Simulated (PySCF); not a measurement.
An unknown shows these calculated signals:

¹H NMR (600 MHz, computed): δ 7.45 (d, 1H), 4.56 (m, 1H), 4.52 (m, 1H), 4.05 (m, 1H), 4.01 (m, 1H), 3.55 (m, 1H), 3.52 (s, 3H), 3.40 (m, 1H), 2.63 (m, 1H), 1.18 (m, 1H), 0.55 (m, 1H).

¹³C{¹H} NMR (computed): δ 164.9 (CH), 74.2 (CH2), 71.2 (CH2), 51.4 (CH3), 36.3 (CH), 11.2 (CH2).

[PySCF 2.14: structure optimised with GFN2-xTB; PBE0/pcSseg-1 with gauge-including orbitals; non-relativistic Hamiltonian; a single conformation; averaged over atoms made equivalent by symmetry, fast rotation or ring inversion; isolated molecule]

Referencing at the same level of theory: ¹H (31.72 ppm) and ¹³C (186.93 ppm) against TMS.

Which of these does the molecule contain: a ketone, a tert-butyl group, a Si–H bond, an N-methyl group, a carboxylic acid?

Answers


- A ketone: no.
- A tert-butyl group: no.
- A Si–H bond: yes (δH 4.05 (m), 4.01 (m)).
- An N-methyl group: yes (δC 51.4; δH 3.52 (s)).
- A carboxylic acid: no.

The data belong to `C/N=C/[C@@H]1COCC[SiH2]1`, C6H13NOSi; they needn't prove each group on their own.

Carbon signals by region: 1 in the far downfield region (above 160 ppm), 3 at 50–100 ppm, 2 below 50 ppm. Above 160 ppm: 164.9, C=N carbon.

Shifts are as computed. Against solution values, carbons near 30 ppm lie about +3 ppm off and those near 130 ppm about +5 ppm. Of 1211 compounds with measured shifts, 218 miss one by over three times the rms of a fit or turn the order of signals round; such compounds aren't used in these exercises. Multiplicities follow the n + 1 count of equivalent neighbours, as no J values were calculated; m marks all less simple cases, F and P coupling included.
